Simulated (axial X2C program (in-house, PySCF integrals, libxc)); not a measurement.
**As₂⁺: from Re and ωe to a spectrum**

A bond curve at the PBE0 level, with spin–orbit coupling, was computed with an in-house relativistic program for diatomic molecules (basis As dyall-cv3z [9s9p6d4f1g] (cores contracted in-house)) for the state Ω = 3/2 (⟨Sz⟩ = 0.50, ⟨Lz⟩ = 1.00 at PBE0). Its fit gives Re = 2.1806 Å, ωe = 402.4 cm⁻¹, ωexe = 0.767 cm⁻¹ and αe = 2.623e-04 cm⁻¹; the masses are 74.9216 and 74.9216 u. Two-component means X2C with spin–orbit coupling and atomic mean-field Coulomb and Gaunt terms.

Find the reduced mass, Be and the force constant.

From the PBE0 values: μ = 37.4608 u. Be = 16.8576/(μ Re²) = 0.09464 cm⁻¹. k = 5.8918×10⁻⁷ μ ωe² = 3.57 mdyn/Å.

Where do the fundamental and the first overtone lie?

ν(1←0) = ωe − 2ωexe = 400.9 cm⁻¹; ν(2←0) = 2ωe − 6ωexe = 800.2 cm⁻¹.

A Morse curve ties αe to the other constants (Pekeris). How well does that hold?

αe(Morse) = 6Be²/ωe × (√(ωexe/Be) − 1) = 2.466e-04 cm⁻¹; the PBE0 curve gives 2.623e-04 cm⁻¹, a ratio of 0.94.

Estimate the centrifugal constant by the Kratzer relation.

D = 4Be³/ωe² = 2.09e-08 cm⁻¹.

The state is a single determinant with fixed occupations, the lowest that a limited PBE0 search found. Density functionals use the spin component along the axis (collinear). The functionals have no current-density term, which raises determinants with orbital currents, atoms included.
